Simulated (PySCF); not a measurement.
C₈H₁₄FP.
Atom-mapped SMILES: `[CH3:1][CH2:2][CH2:3][P:4]1[CH2:5][C:6]([CH3:7])=[C:8]([F:9])[CH2:10]1`

NICS = −σ at a ghost point: NICS(0) at the centroid of the ring atoms, NICS(1) 1 Å to either side along the normal of their mean plane, zz for the tensor component along that normal. Level: GIAO PBE0/pcSseg-1 (PySCF, non-relativistic, gas phase) on the GFN2-xTB geometry, one conformer.

Ring bond lengths (Å), with Mayer bond orders in brackets: P4–C5 1.875 (0.96), C5–C6 1.501 (1.01), C6–C8 1.325 (1.76), C8–C10 1.492 (1.05), C10–P4 1.871 (0.95).

Task: Give the NICS values of each ring in ppm.

Result: 
```csv
ring,type,NICS(0),"NICS(1), two faces","NICS(1)zz, two faces",rms pucker (Å),"centre to ring atoms, mean (Å)"
P4–C5–C6–C8–C10,"5-membered ring with P; formal bonds 1 double, 4 single",-5.3,-3.0 / -3.6,-1.9 / -2.5,0.10,1.36
```

Task: What do they say, and how far can they be read as aromaticity?

Result: 
- P4–C5–C6–C8–C10: mean NICS(1)zz -2.2 ppm, near zero. C5, C10 have four or more neighbours, so the value isn't read as a sign of a π ring current.

Task: List the ring angles and the Hirshfeld charges of the ring atoms.

Result: 
- P4–C5–C6–C8–C10: P4 90.9° (+0.153 e), C5 107.2° (-0.116 e), C6 113.7° (-0.023 e), C8 119.7° (+0.070 e), C10 104.7° (-0.127 e); sum 536.1° against 540° for a flat convex ring.

Task: How shielded are the nuclei of the rings and their hydrogens (means over atoms taken as equivalent)?

Result: 
| atoms | environment | σ isotropic (ppm) |
| --- | --- | --- |
| P4 | phosphine phosphorus | 364.5 |
| C5 | sp3 carbon bound to phosphorus | 150.4 |
| C6 | fully substituted alkene carbon | 68.2 |
| C8 | vinylic C–F carbon | 21.5 |
| C10 | sp3 carbon bound to phosphorus | 153.6 |
| H on C5 (×2) | methylene hydrogen | 29.52 |
| H on C10 (×2) | methylene hydrogen | 29.15 |
